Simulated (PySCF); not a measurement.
Isomers of C7H7FOS.

All values: PBE0/pcSseg-1 (PySCF) at GFN2-xTB geometries, gas phase, one conformer each.

**Question.** Rank by HOMO energy, highest first.
A. `[CH3:1][c:2]1[cH:3][s:4][c:5]([C:6](=[O:7])[F:8])[c:9]1[CH3:10]` with S4–C5–C6–O7 -178°
B. `[CH3:1][C@@H:2]([F:3])[c:4]1[cH:5][o:6][cH:7][cH:8][c:9]1=[S:10]` with C1–C2–C4–C5 -99°
C. `[CH3:1][CH2:2][c:3]1[cH:4][cH:5][s:6][c:7]1[C:8](=[O:9])[F:10]` with C1–C2–C3–C4 -95°, S6–C7–C8–O9 178°
D. `[CH3:1][c:2]1[cH:3][c:4]([C:5](=[O:6])[F:7])[s:8][c:9]1[CH3:10]` with C3–C4–C5–O6 180°

**Answer.** B (-6.24 eV), D (-7.17 eV), A (-7.44 eV), C (-7.58 eV).

All values together:

```json
{"SMILES": "C[C@@H](F)c1coccc1=S", "μ (D)": "3.49", "HOMO (eV)": "-6.24", "LUMO (eV)": "-2.23", "lowest IAO charge (e)": "-0.433 (C)", "highest IAO charge (e)": "+0.190 (H)", "lowest Hirshfeld charge (e)": "-0.178 (S)", "highest Hirshfeld charge (e)": "+0.074 (H)"}
{"SMILES": "CCc1ccsc1C(=O)F", "μ (D)": "4.27", "HOMO (eV)": "-7.58", "LUMO (eV)": "-2.06", "lowest IAO charge (e)": "-0.410 (C)", "highest IAO charge (e)": "+0.593 (C)", "lowest Hirshfeld charge (e)": "-0.216 (O)", "highest Hirshfeld charge (e)": "+0.213 (C)"}
{"SMILES": "Cc1cc(C(=O)F)sc1C", "μ (D)": "5.76", "HOMO (eV)": "-7.17", "LUMO (eV)": "-1.95", "lowest IAO charge (e)": "-0.429 (C)", "highest IAO charge (e)": "+0.594 (C)", "lowest Hirshfeld charge (e)": "-0.243 (O)", "highest Hirshfeld charge (e)": "+0.205 (C)"}
{"SMILES": "Cc1csc(C(=O)F)c1C", "μ (D)": "4.83", "HOMO (eV)": "-7.44", "LUMO (eV)": "-1.95", "lowest IAO charge (e)": "-0.436 (C)", "highest IAO charge (e)": "+0.594 (C)", "lowest Hirshfeld charge (e)": "-0.221 (O)", "highest Hirshfeld charge (e)": "+0.211 (C)"}
```

Conformers: `[CH3:1][C@@H:2]([F:3])[c:4]1[cH:5][o:6][cH:7][cH:8][c:9]1=[S:10]` with C1–C2–C4–C5 -99°; `[CH3:1][CH2:2][c:3]1[cH:4][cH:5][s:6][c:7]1[C:8](=[O:9])[F:10]` with C1–C2–C3–C4 -95°, S6–C7–C8–O9 178°; `[CH3:1][c:2]1[cH:3][c:4]([C:5](=[O:6])[F:7])[s:8][c:9]1[CH3:10]` with C3–C4–C5–O6 180°; `[CH3:1][c:2]1[cH:3][s:4][c:5]([C:6](=[O:7])[F:8])[c:9]1[CH3:10]` with S4–C5–C6–O7 -178°.
